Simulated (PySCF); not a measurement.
CaF, charge +1, singlet, geometry from GFN2-xTB (such geometries of metal compounds can be far from the true shape); PySCF with WB97X/cc-pVDZ.

PySCF was given this input:
```python
from pyscf import gto, scf, dft

mol = gto.Mole()
mol.atom = '''
    Ca   -0.00000000   -0.00000000   -0.61305209
    F     0.00000000    0.00000000    1.36233797
'''
mol.basis = 'cc-pvdz'
mol.charge = 1
mol.verbose = 4
mol.build()

mf = dft.RKS(mol)
mf.xc = 'wb97x'
mf.kernel()
```

It wrote (shortened):

```
PySCF version 2.14.0

[INPUT] verbose = 4
[INPUT] num. atoms = 2
[INPUT] num. electrons = 28
[INPUT] charge = 1
[INPUT] spin (= nelec alpha-beta = 2S) = 0
[INPUT] symmetry False subgroup None
[INPUT] Mole.unit = angstrom
[INPUT] Symbol           X                Y                Z      unit          X                Y                Z       unit  Magmom
[INPUT]  1 Ca     0.000000000000   0.000000000000  -0.613052090000 AA    0.000000000000   0.000000000000  -1.158500550192 Bohr   0.0
[INPUT]  2 F      0.000000000000   0.000000000000   1.362337970000 AA    0.000000000000   0.000000000000   2.574445652396 Bohr   0.0

nuclear repulsion = 48.2192858485883
number of shells = 11
number of NR pGTOs = 98
number of NR cGTOs = 41
basis = cc-pvdz
ecp = {}

******** <class 'pyscf.dft.rks.RKS'> ********
method = RKS
initial guess = minao
damping factor = 0
level_shift factor = 0
DIIS = <class 'pyscf.scf.diis.CDIIS'>
diis_start_cycle = 1
diis_space = 8
diis_damp = 0
SCF conv_tol = 1e-09
SCF conv_tol_grad = None
SCF max_cycles = 50
direct_scf = True
direct_scf_tol = 1e-13
XC library pyscf.dft.libxc version 7.1.2
    S. Lehtola, C. Steigemann, M. J. T. Oliveira, and M. A. L. Marques,  SoftwareX 7, 1–5 (2018)
XC functionals = wb97x
    J.-D. Chai and M. Head-Gordon,  J. Chem. Phys. 128, 084106 (2008)
radial grids:
    Treutler-Ahlrichs [JCP 102, 346 (1995); DOI:10.1063/1.469408] (M4) radial grids

becke partition: Becke, JCP 88, 2547 (1988); DOI:10.1063/1.454033
pruning grids: <function nwchem_prune>
grids dens level: 3
symmetrized grids: False
atomic radii adjust function: <function treutler_atomic_radii_adjust>
small_rho_cutoff = 0
Set gradient conv threshold to 3.16228e-05
Initial guess from minao.
tot grids = 34688
init E= -777.270585120901
  HOMO = -0.608560747968463  LUMO = -0.190689164676634  gap/eV = 11.37086
cycle= 1 E= -777.135627942588  delta_E= 0.135  |g|= 0.75  |ddm|= 1.35
  HOMO = -0.386626223392059  LUMO = -0.212350825305882  gap/eV = 4.74228
cycle= 2 E= -776.945327811796  delta_E= 0.19  |g|= 1.37  |ddm|= 1.31
  HOMO = -0.605945159743329  LUMO = -0.19599347443115  gap/eV = 11.15535
cycle= 3 E= -777.258690858088  delta_E= -0.313  |g|= 0.0281  |ddm|= 0.763
  HOMO = -0.612377002383249  LUMO = -0.194138734990678  gap/eV = 11.38084
cycle= 4 E= -777.259166045024  delta_E= -0.000475  |g|= 0.0153  |ddm|= 0.0462
  HOMO = -0.616616555594774  LUMO = -0.192000094639099  gap/eV = 11.55440
cycle= 5 E= -777.259246308464  delta_E= -8.03e-05  |g|= 0.00235  |ddm|= 0.0195
  HOMO = -0.617184788622728  LUMO = -0.191744420613682  gap/eV = 11.57682
cycle= 6 E= -777.25925276166  delta_E= -6.45e-06  |g|= 0.000762  |ddm|= 0.00735
  HOMO = -0.616983403560404  LUMO = -0.191767967821695  gap/eV = 11.57070
cycle= 7 E= -777.259253323378  delta_E= -5.62e-07  |g|= 0.000183  |ddm|= 0.00226
  HOMO = -0.616932620996634  LUMO = -0.191760647762985  gap/eV = 11.56952
cycle= 8 E= -777.25925335666  delta_E= -3.33e-08  |g|= 2.29e-05  |ddm|= 0.000588
  HOMO = -0.616937301356694  LUMO = -0.191762219713414  gap/eV = 11.56960
cycle= 9 E= -777.259253357321  delta_E= -6.61e-10  |g|= 4.33e-06  |ddm|= 6.61e-05
  HOMO = -0.616938241537354  LUMO = -0.191762305836759  gap/eV = 11.56963
Extra cycle  E= -777.259253357343  delta_E= -2.21e-11  |g|= 2.34e-06  |ddm|= 9.27e-06
converged SCF energy = -777.259253357343
```
